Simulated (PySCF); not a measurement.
Atoms are numbered as in `[CH2:1]=[C:2]1[CH:3]=[C:4]([SiH2:5][CH3:6])[CH:7]=[CH:8][O:9]1`. Each H is labelled by its parent atom. Ha(C1) is cis to C3; Hb(C1) is trans to C3.

Method: structure optimised with GFN2-xTB, PBE0/pcSseg-1 with gauge-including orbitals, in PySCF (no solvent, single conformer, relativity neglected, averaged over atoms made equivalent by symmetry, fast rotation or ring inversion).

Referencing at the same level of theory: $^{13}$C (σref 186.93), $^{1}$H (σref 31.72), $^{29}$Si (σref 349.16) against TMS; $^{17}$O (σref 336.08) against H2O.

```json
{"atoms": "C4", "nucleus": "$^{13}$C", "count": "1", "Hirshfeld charge": "-0.09", "δ (ppm)": "139.2"}
{"atoms": "H(C6)", "nucleus": "$^{1}$H", "count": "3", "Hirshfeld charge": "0.04", "δ (ppm)": "0.21"}
{"atoms": "C2", "nucleus": "$^{13}$C", "count": "1", "Hirshfeld charge": "0.07", "δ (ppm)": "?"}
{"atoms": "C8", "nucleus": "$^{13}$C", "count": "1", "Hirshfeld charge": "0.04", "δ (ppm)": "154.0"}
{"atoms": "H(C8)", "nucleus": "$^{1}$H", "count": "1", "Hirshfeld charge": "0.06", "δ (ppm)": "6.69"}
{"atoms": "H(C3)", "nucleus": "$^{1}$H", "count": "1", "Hirshfeld charge": "0.05", "δ (ppm)": "6.29"}
{"atoms": "C1", "nucleus": "$^{13}$C", "count": "1", "Hirshfeld charge": "-0.16", "δ (ppm)": "89.7"}
{"atoms": "Ha(C1)", "nucleus": "$^{1}$H", "count": "1", "Hirshfeld charge": "0.04", "δ (ppm)": "?"}
{"atoms": "C6", "nucleus": "$^{13}$C", "count": "1", "Hirshfeld charge": "-0.21", "δ (ppm)": "-4.7"}
{"atoms": "H(C7)", "nucleus": "$^{1}$H", "count": "1", "Hirshfeld charge": "0.05", "δ (ppm)": "5.20"}
{"atoms": "C3", "nucleus": "$^{13}$C", "count": "1", "Hirshfeld charge": "-0.05", "δ (ppm)": "137.5"}
{"atoms": "C7", "nucleus": "$^{13}$C", "count": "1", "Hirshfeld charge": "-0.09", "δ (ppm)": "?"}
{"atoms": "Hb(C1)", "nucleus": "$^{1}$H", "count": "1", "Hirshfeld charge": "0.04", "δ (ppm)": "4.39"}
{"atoms": "H(Si5)", "nucleus": "$^{1}$H", "count": "2", "Hirshfeld charge": "-0.08", "δ (ppm)": "?"}
{"atoms": "O9", "nucleus": "$^{17}$O", "count": "1", "Hirshfeld charge": "-0.07", "δ (ppm)": "?"}
{"atoms": "Si5", "nucleus": "$^{29}$Si", "count": "1", "Hirshfeld charge": "0.35", "δ (ppm)": "-39.4"}
```

Fill in the missing shifts.

Results:


- C2: 162.7 ppm, alkene carbon bearing oxygen; an sp2 carbon further deshielded by the attached heteroatom
- C7: 109.7 ppm, β carbon of an enol-ether or enamine type C=C; the O or N lone pair pushes π density onto this β carbon and shields it
- H(Si5): 4.28 ppm, hydrogen on a silicon bonded to 2 C
- Ha(C1): 4.15 ppm, hydrogen on a β carbon of an enol-ether or enamine type C=C; lone-pair donation from O or N shields it, upfield of ordinary alkene protons
- O9: 203.4 ppm, ether oxygen

Shifts are as computed. Against solution values, carbons near 30 ppm lie about +3 ppm off and those near 130 ppm about +5 ppm. Of 1309 compounds with measured shifts, 239 miss one by over three times the rms of a fit or turn the order of signals round; such compounds aren't used in these exercises. Experimental scales use liquid or dissolved standards, which lie at an offset from isolated H2O (liquid H2O: subtract about 36 ppm).
